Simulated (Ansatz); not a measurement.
Consider the ligand exchange at the Si–C bond: `CC[Si](N)(O)Br` + H–F → `N[Si](O)(F)Br` + `CC`.

Calculated with Ansatz (gas phase, PBE0-D4/def2-TZVP geometries, no zero-point term in ΔE). CCSD(T)/CBS is the MP2 limit (def2-TZVPP, def2-QZVPP) plus CCSD(T) − MP2 in def2-TZVPP, frozen cores. This one scheme is used for every species. Functionals use def2-TZVPP. For Br outer-core shells are correlated without core-valence functions, which leaves a few kJ/mol of doubt a bond. Scalar relativity is left out up to krypton. One conformer a species, not always the lowest.

`CC[Si](N)(O)Br`:

Z-matrix (Å, degrees):
```
C
C 1 1.528
H 1 1.094 2 111.4
H 1 1.092 2 111.3 3 120.2
H 1 1.093 2 111.3 3 -119.6
Si 2 1.856 1 113.2 3 -60.3
H 2 1.095 1 110.6 3 178.5
H 2 1.095 1 110.8 3 60.9
O 6 1.638 2 105.3 1 -64.2
N 6 1.704 2 117.9 1 58.8
Br 6 2.239 2 108.4 1 176.2
H 9 0.959 6 116.2 2 175.7
H 10 1.007 6 121.8 2 -62.3
H 10 1.005 6 121.4 2 93.1
```

H–F:

Cartesian coordinates in Å:
```
F -0.150 0.332 0.281
H 0.150 -0.332 -0.281
```

`N[Si](O)(F)Br`:

```xyz
8

N    -1.181    0.299   -0.089
Si    0.479    0.105    0.165
O     1.067   -1.151   -0.676
F     1.136    1.483   -0.265
Br    1.114   -0.268    2.242
H    -1.813   -0.456    0.126
H    -1.606    1.194    0.094
H     0.804   -1.205   -1.597
```

`CC`:

Z-matrix (Å, degrees):
```
C
C 1 1.519
H 1 1.093 2 111.4
H 1 1.093 2 111.4 3 120.0
H 1 1.093 2 111.4 3 -120.0
H 2 1.093 1 111.4 3 180.0
H 2 1.093 1 111.4 3 -60.0
H 2 1.093 1 111.4 3 60.0
```

Q: Is it downhill or uphill in electronic energy at CCSD(T)/CBS, and by how much? (Estimate.)

A: Ansatz gave: Downhill: ΔE = -145.4 kJ/mol.

Q: What do these levels give: PBE-D4, r2SCAN-D4, r2SCAN, MP2/def2-QZVPP, HF/CBS(def2), CCSD/CBS(def2)? (Best estimate.)

A: Computed: PBE-D4 -138.6, r2SCAN-D4 -154.7, r2SCAN -157.4, MP2/def2-QZVPP -143.4, HF/CBS(def2) -181.7, CCSD/CBS(def2) -149.9 kJ/mol.

Largest T1 diagnostic among the species: 0.009.

In def2-TZVPP, CCSD(T) changes the Hartree–Fock value by +32.0 kJ/mol (the triples alone add +4.5 kJ/mol) and MP2 by +35.5 kJ/mol. The D4 term adds +13.0 kJ/mol with B3LYP and +7.6 kJ/mol with PBE0; it sums over pairs of atoms, weighted by their polarisabilities, and B3LYP, whose exchange is more repulsive, gets the larger term.

B3LYP here is the variant with VWN-RPA as its local correlation; programs differ in this.
